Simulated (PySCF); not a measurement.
**Static response to an electric field**

GePhCl3, C6H5Cl3Ge.
Cartesian coordinates in Å at the PBE0-D3(BJ)/def2-SVP level; atoms count from 1:
```xyz
15
C6H5Cl3Ge angstrom
Ge     0.0529    0.0598   -2.4336
C      0.0083    0.0183   -0.5140
C     -1.0420    0.6308    0.1778
C     -1.0755    0.5784    1.5698
C     -0.0624   -0.0780    2.2681
C      0.9883   -0.6824    1.5785
C      1.0289   -0.6340    0.1867
H     -1.8293    1.1568   -0.3680
H     -1.8935    1.0574    2.1119
H     -0.0896   -0.1152    3.3597
H      1.7848   -1.1902    2.1273
H      1.8609   -1.0952   -0.3516
Cl     2.0775    0.0511   -3.1364
Cl    -0.9332    1.7996   -3.2049
Cl    -0.9088   -1.6333   -3.3274
```

Level: B3LYP/def2-SVPD (PySCF), static field, nuclei fixed, core orbitals frozen in the response. The polarisability tensor in these axes (au):

```
x   131.38 -14.73  -1.00
y   -14.73 116.30  -1.50
z    -1.00  -1.50 170.82
```

Q: Give the principal values, the mean and the anisotropy Δα = √{½[(α1 − α2)² + (α2 − α3)² + (α1 − α3)²]}.

A: Principal values 107.24, 140.39 and 170.87 au; mean 139.50 au = 20.67 Å³ = 23.00 × 10⁻⁴⁰ C²·m²/J; Δα = 55.12 au (40 % of the mean).

Q: What is the dipole moment, and where does it point?

A: (-0.09, -0.04, 3.75) D, 3.75 D in size, pointing from the negative to the positive side. Measured along this direction, the outermost atoms are Cl15, Cl14 and Cl13 at the negative end and H10 at the positive end.

Q: Find the Langevin capture rate constant for H3+ (3.023 u) meeting this molecule (255.867 u), k = 2.342 × 10⁻⁹ cm³/s × √(α in Å³ / reduced mass in u).

A: The reduced mass is 2.99 u, so k = 6.16 × 10⁻⁹ cm³/s. The formula leaves out the permanent dipole, which adds to the capture rate.

Q: Molar refractivity from α?

A: Lorentz–Lorenz: R = (4π/3)N_A α = 2.5225 cm³/(mol·Å³) × 20.67 Å³ = 52.1 cm³/mol, in the limit of long wavelengths.

Q: Rayleigh depolarisation ratio (linearly polarised light, static tensor)?

A: ρ = 3Δα²/(45ᾱ² + 4Δα²) = 9114.5/(875734 + 12152.7) = 0.0103.

Geometry: PBE0-D3(BJ)/def2-SVP, one conformer, isolated molecule. The calculation is non-relativistic, for germanium too.
